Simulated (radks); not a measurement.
Task: The technetium ion Tc2+, [Kr] 4d5. Method: non-relativistic Kohn-Sham, exchange-only B88, spin-polarised, spherical densities, point nucleus; computed with a radial shooting solver on a logarithmic mesh with Libxc functionals. Every spin shell is full or empty, so the densities are truly spherical. Functionals are evaluated on that one density, not self-consistently. Rank these exchange functionals by their error against the exact value of the orbitals, and give that value: LDA, B88, revPBE, PW91, WC, B86b, revTPSS, r2SCAN, TASK.

Result: Exact: -124.009 hartree. From best to worst, with 100 (|E| - |E exact|)/|E exact| (equal figures are ties): B86b 0.00, B88 +0.02, PW91 -0.02, r2SCAN -0.07, revPBE -0.28, revTPSS -0.89, WC -0.93, TASK -2.32, LDA -5.19.
